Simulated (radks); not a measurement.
Results of a calculation; reference values are marked as such.
Effect of the nuclear size on the strontium ion Sr2+, [Kr]. Level of theory: Dirac Kohn-Sham, exchange-only LDA, spin-unpolarised, spherical densities, finite nucleus; Fermi nuclear charge, rms radius 4.224 fm (a radial shooting solver on a logarithmic mesh with Libxc functionals). The rms radius is varied about that value; shifts are against it.

\begin{tabular}{lrrrrrr}
rms radius (fm) & total energy shift (eV) & density at nucleus (e/bohr^3) & 1s1/2 shift (meV) & 2s1/2 shift (meV) & 3p1/2 shift (meV) & 4s1/2 shift (meV) \\ \hline
3.5693 & -0.237 & 6.16e+04 & -100 & -10.4 & 0.155 & -0.232 \\
3.9199 & -0.115 & 6.109e+04 & -48.6 & -5.01 & 0.075 & -0.112 \\
4.224 & 0 & 6.069e+04 & 0.000 & 0.000 & 0.000 & 0.000 \\
4.6168 & 0.159 & 6.021e+04 & 67.6 & 6.97 & -0.104 & 0.156 \\
4.6971 & 0.194 & 6.012e+04 & 82.1 & 8.47 & -0.127 & 0.190 \\
\end{tabular}

Slopes of the eigenvalues against <r^2> in GHz/fm^2, as finite differences over the two radii next to the reference (eigenvalue slopes, not the field-shift constants of lines): 1s1/2 4720, 2s1/2 487, 3p1/2 -7.28, 4s1/2 10.9.
